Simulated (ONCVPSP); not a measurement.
Plane-wave convergence, ONCV potential for carbon (C)

| Item | Value |
| --- | --- |
| Element | carbon (C) |
| Generator | ONCVPSP 4.0.1 |
| Type | optimised norm-conserving Vanderbilt (ONCV) |
| Functional | PBE |
| Relativity | scalar-relativistic |
| Frozen core | [He] |
| Valence charge | 4 |
| Reference configuration | 2s2 2p1.75 (charge +0.25) |
| Partial waves | 2s: rc 0.85 bohr, ncon 4, nbas 7, qcut 9.1 1/bohr, 2 projectors, debl 0.9 Ha; 2p: rc 2.05 bohr, ncon 3, nbas 7, qcut 7.1 1/bohr, 2 projectors, debl 2 Ha |
| Local potential | polynomial inside 0.70 bohr (lpopt 3, dvloc0 3 Ha) |
| Core correction | Teter function, fcfact 4.75, rcfact 1.7 |

Problem. For each optimised wave give the share of its norm inside rc, the residual kinetic energy above qcut (Ha) and the cutoffs (Ha) for errors of 10, 1, 0.1 and 0.01 mHa per electron.

Solution.

```
         wave  norm inside rc  residual KE  10 mHa  1 mHa  0.1 mHa  0.01 mHa
           2s           0.126      6.5e-04    12.0   34.5    147.9     183.2
s projector 2           0.039      1.9e-04    10.8   20.5    117.0     236.2
           2p           0.714      6.9e-08    10.7   14.8     18.1      20.6
p projector 2           0.212      1.9e-06    13.4   17.4     20.7      23.2
```

The occupied waves need 34 Ha and 148 Ha for 1 and 0.1 mHa. Note: ghosts flagged at negative energy: s at -213.2 eV; no localised positive-energy state flagged. A true bound ghost makes a file unfit for plane-wave use.
